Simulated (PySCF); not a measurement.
Correlation energy of Se (selenium, neutral)

[Ar] 3d10 4s2 4p4, high-spin 3P determinant. All numbers are calculated (PySCF 2.14, the spin-free X2C one-electron Hamiltonian (Gaussian nucleus), in x2c-SVPall (5s4p3d, 32 functions)). Frozen: [Ar] 3d10; 6 electrons correlated.

MP2 pair energies summed by pair of shells (mhartree):

```json
{"pair": "4p-4p", "energy": "-35.08", "share (%)": "47.1"}
{"pair": "4s-4p", "energy": "-32.63", "share (%)": "43.8"}
{"pair": "4s-4s", "energy": "-6.72", "share (%)": "9.0"}
```

Total MP2 correlation energy: -74.43 mhartree.

Same-spin part -18.32 and opposite-spin part -56.10 mhartree; SCS-MP2 scales them by 1/3 and 6/5 to -73.43 mhartree.

```csv
level,correlation energy (mhartree)
CCSD,-90.19
(T),-1.17
CCSD(T),-91.36
```

Diagnostics: T1 = 0.0065, D1 = 0.0213, largest double amplitude 0.054.

Cost of the coupled-cluster step: 0.14 s of wall time on 1 thread of Neoverse-V1 (shared host), for 6 correlated electrons.

Iterations:

```
CC2 = 0
CCSD nocc = (np.int64(4), np.int64(2)), nmo = (18, 18)
frozen orbitals [[0, 1, 2, 3, 4, 5, 6, 7, 8, 9, 10, 11, 12, 13], [0, 1, 2, 3, 4, 5, 6, 7, 8, 9, 10, 11, 12, 13]]
max_cycle = 100
direct = 0
conv_tol = 1e-08
conv_tol_normt = 1e-06
diis_space = 8
diis_start_cycle = 0
Init t2, MP2 energy = -0.0744261128200551
Init E_corr(UCCSD) = -0.0744261128201974
cycle = 1  E_corr(UCCSD) = -0.0866669887960164  dE = -0.012240876  norm(t1,t2) = 0.0366626
cycle = 2  E_corr(UCCSD) = -0.0891581785534875  dE = -0.00249118976  norm(t1,t2) = 0.011262
cycle = 3  E_corr(UCCSD) = -0.0902041350018855  dE = -0.00104595645  norm(t1,t2) = 0.00417416
cycle = 4  E_corr(UCCSD) = -0.0901831282790257  dE = 2.10067229e-05  norm(t1,t2) = 0.000403351
cycle = 5  E_corr(UCCSD) = -0.0901858350507477  dE = -2.70677172e-06  norm(t1,t2) = 7.78295e-05
cycle = 6  E_corr(UCCSD) = -0.0901855327294186  dE = 3.02321329e-07  norm(t1,t2) = 1.46983e-05
cycle = 7  E_corr(UCCSD) = -0.090185670856619  dE = -1.381272e-07  norm(t1,t2) = 3.30902e-06
cycle = 8  E_corr(UCCSD) = -0.0901856208571347  dE = 4.99994844e-08  norm(t1,t2) = 4.92544e-07
cycle = 9  E_corr(UCCSD) = -0.0901856268473667  dE = -5.99023205e-09  norm(t1,t2) = 7.77945e-08
UCCSD converged
E(UCCSD) = -2427.732862284945  E_corr = -0.09018562684736672
UCCSD(T) correction = -0.00117241787585724
```
